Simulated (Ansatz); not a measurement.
A nudged elastic band was laid between two geometries of ClF2H3O3W + FH (12 atoms, charge 0, multiplicity 1).

All numbers below come from RHF/def2-SVP in Ansatz.

```
movable images  : 7
climbing image  : yes
spring          : 5.0 eV/Å²
optimiser       : quadratic models (default)
start path      : straight line
force threshold : 0.03 eV/Å
iteration limit : 60
end points      : relaxed
```

First end point:

```xyz
12
Properties=species:S:1:pos:R:3
W -0.102 -0.422 0.438
Cl -0.942 -0.887 2.613
F 1.531 -0.986 1.145
F 0.367 1.281 1.174
O -1.803 0.104 0.029
H -2.669 0.209 0.398
O -0.306 -2.122 -0.191
H 0.148 -2.954 -0.179
O 0.664 0.254 -1.074
H 1.113 1.083 -1.246
F 1.673 2.746 -0.527
H 1.322 2.551 0.293
```

Last end point:

```xyz
12
Properties=species:S:1:pos:R:3
W 0.447 -0.089 -0.280
Cl -1.647 1.624 3.198
F 2.299 -0.312 -0.428
F 0.768 1.645 -0.901
O -1.294 0.231 0.164
H -1.808 0.577 0.887
O 0.434 -1.826 0.328
H 1.092 -2.490 0.483
O 0.115 -0.526 -2.030
H 0.133 -0.097 -2.875
F 0.865 0.634 1.417
H -0.409 1.486 2.910
```

(1) What changes between the two ends?

(2) What energy profile does the band end with?

(3) What is the geometry of the highest image?

Results:

(1) Bonds broken: W1–Cl2, F11–H12. Bonds formed: W1–F11, Cl2–H12. ClF2H3O3W + FH becomes ClH + F3H3O3W.

(2) The run converged. The highest image is number 5 of 0 to 8, 30.8 kcal/mol above the first end and 38.5 kcal/mol above the last; the last end lies 7.8 kcal/mol below the first. The profile has 2 maxima (images 2, 5) with wells between them (image 3): this band takes more than one step, which may be the mechanism or a detour left from its start path. Neighbouring images differ by up to 1.3 eV, so the band resolves the path poorly. Another band between the same ends (7 images) ends at a top of the same energy, where a vibrational analysis finds 1 clearly imaginary mode. The orbitals stay closed-shell, which can raise the energy where a bond breaks towards radicals; this wasn't checked here.

```tsv
image	path coordinate (Å)	energy (kcal/mol)	W1–Cl2 (Å)	F11–H12 (Å)	W1–F11 (Å)
0	0.00	0.0	2.38	0.91	3.76
1	1.76	4.1	2.37	0.91	4.30
2	3.52	4.1	2.36	0.91	4.24
3	5.28	3.4	2.38	0.91	3.69
4	7.04	13.0	2.45	0.91	3.32
5	8.80	30.8	3.03	1.10	2.14
6	10.23	0.3	3.95	1.84	1.90
7	11.67	-6.6	4.31	2.06	1.89
8	13.10	-7.8	4.41	2.14	1.89
```

(3) 
```xyz
12
Properties=species:S:1:pos:R:3
W 0.268 0.114 -0.028
Cl -0.107 -0.678 2.873
F 2.032 -0.208 0.374
F 0.772 1.746 -0.789
O -1.432 0.611 0.367
H -1.947 0.756 1.153
O -0.041 -1.683 -0.058
H -0.041 -2.313 -0.768
O 0.121 -0.196 -1.867
H 0.294 0.554 -2.424
F 0.651 1.432 1.617
H 0.427 0.722 2.423
```

Time of the run: 14 min on 4 threads of Arm Neoverse V1, on a shared host, peak memory 0.5 GiB.
